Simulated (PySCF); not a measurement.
hydrogen selenide (H2Se), SMILES [SeH2]. Atoms are numbered in the order given.

```xyz
3

Se     0.0000     0.0000     0.0566
H      0.0000    -1.0493    -0.9621
H      0.0000     1.0493    -0.9621
```
Charge 0, spin multiplicity 1.

Geometry: ωB97X-D3(BJ)/def2-TZVPD.

All values below come from PBE/def2-TZVPD (PySCF).

Isolated molecule, no solvent.

```json
{
 "total_energy": "-2402.38390 hartree",
 "point_group": "C2v",
 "highest_occupied_level": "-5.97 eV",
 "lowest_empty_level": "-0.89 eV",
 "orbital_gap": "5.08 eV",
 "dipole_moment": "0.67 D",
 "quadrupole, principal values (traceless, Buckingham form, about the centre of nuclear charge)": "-4.22, 1.25, 2.97 D·Å",
 "mean_static_polarisability": "32.6 bohr³ (4.83 Å³)",
 "polarisability_principal_values": "31.9, 32.0, 33.8 bohr³"
}
```
